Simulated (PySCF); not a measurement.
Species: C9H10O.
Atom-mapped SMILES: `[CH3:1][O:2][C:3]1=[CH:4][C@H:5]2[CH:6]=[CH:7][C@@H:8]1[CH:9]=[CH:10]2` (hydrogens: H11, H12, H13 on C1; H14 on C4; H15 on C5; H16 on C6; H17 on C7; H18 on C8; H19 on C9; H20 on C10)

Computed by this run: PySCF, PBE0-D3(BJ)/def2-SVP geometry optimisation, gas phase; density fitting, grid level 2; the optimiser is geomeTRIC in internal coordinates, started from a GFN2-xTB structure.

Step 0: E = -11519.1960 eV
```
atom  x, y, z in Å  |  force x, y, z in eV/Å
C1      3.0073   -0.2254    0.0261   -0.399   0.391  -0.069
O2      1.9768    0.7183   -0.1411   -0.496  -0.321   0.028
C3      0.7130    0.2296   -0.1149    0.855   0.677  -0.067
C4      0.2596   -1.0090    0.0426    0.093  -0.399   0.062
C5     -1.2573   -1.0828    0.0036    0.167   0.276  -0.034
C6     -1.7412   -0.1197    1.0698   -0.130  -0.234   0.048
C7     -1.2788    1.1088    0.9172    0.079   0.235   0.025
C8     -0.3843    1.2670   -0.2953    0.111  -0.261   0.040
C9     -1.2009    0.7759   -1.4730    0.081   0.221  -0.082
C10    -1.6636   -0.4516   -1.3135   -0.129  -0.237   0.008
H11     3.9417    0.3304   -0.0220    0.317   0.101  -0.003
H12     2.9838   -0.9775   -0.7688    0.005  -0.242  -0.225
H13     2.9261   -0.7283    0.9948   -0.012  -0.169   0.281
H14     0.8355   -1.9028    0.1869    0.417  -0.439   0.074
H15    -1.6325   -2.0956    0.1322   -0.088  -0.266   0.035
H16    -2.3961   -0.4584    1.8520   -0.380  -0.100   0.493
H17    -1.4852    1.9504    1.5527   -0.165   0.435   0.414
H18     0.0213    2.2673   -0.4215    0.157   0.265  -0.031
H19    -1.3594    1.4105   -2.3256   -0.134   0.304  -0.528
H20    -2.2707   -0.9964   -2.0135   -0.349  -0.236  -0.471
```

**Question.** Estimate the geometry and energy of step 1. (The exact step hangs on the optimiser's Hessian estimate; all steps are aligned on step 0, rigid shifts and turns removed.)

**Answer.** E = -11519.2779 eV, largest force 0.143 eV/Å
```
atom  x, y, z in Å  |  force x, y, z in eV/Å
C1      2.9994   -0.2185    0.0238    0.075  -0.057   0.011
O2      1.9703    0.7176   -0.1414    0.080   0.016   0.001
C3      0.7249    0.2288   -0.1136   -0.084  -0.015  -0.001
C4      0.2817   -1.0246    0.0467    0.035  -0.028   0.005
C5     -1.2486   -1.0777    0.0035   -0.042  -0.136   0.017
C6     -1.7501   -0.1182    1.0854   -0.044  -0.008   0.063
C7     -1.2858    1.1195    0.9329   -0.016   0.047   0.051
C8     -0.3841    1.2614   -0.2939    0.057   0.116  -0.014
C9     -1.2058    0.7817   -1.4910   -0.014   0.031  -0.065
C10    -1.6704   -0.4547   -1.3294   -0.040  -0.026  -0.058
H11     3.9512    0.3274   -0.0215   -0.032   0.004  -0.002
H12     2.9790   -0.9824   -0.7755   -0.014   0.033   0.025
H13     2.9205   -0.7331    0.9994   -0.012   0.024  -0.034
H14     0.8804   -1.9224    0.1921   -0.014   0.022  -0.005
H15    -1.6293   -2.0989    0.1332    0.012   0.031  -0.004
H16    -2.4161   -0.4519    1.8845    0.022   0.009  -0.030
H17    -1.5015    1.9698    1.5831    0.009  -0.028  -0.025
H18     0.0365    2.2667   -0.4202   -0.005  -0.033   0.005
H19    -1.3712    1.4202   -2.3612    0.007  -0.020   0.032
H20    -2.2861   -0.9999   -2.0484    0.020   0.017   0.028
```

The energy changes by -0.0819 eV. The first-order estimate −F·Δx gives -0.1706 eV and the mean of the old and new forces, exact on a quadratic surface, -0.0827 eV. The step makes an angle of 45° with the force vector and moves no atom by more than 0.049 Å.

The cost below is that of the whole optimisation. On an Arm Neoverse V2 with one thread, on a shared host, this took 81 s wall and 0.87 GiB of memory at its peak.
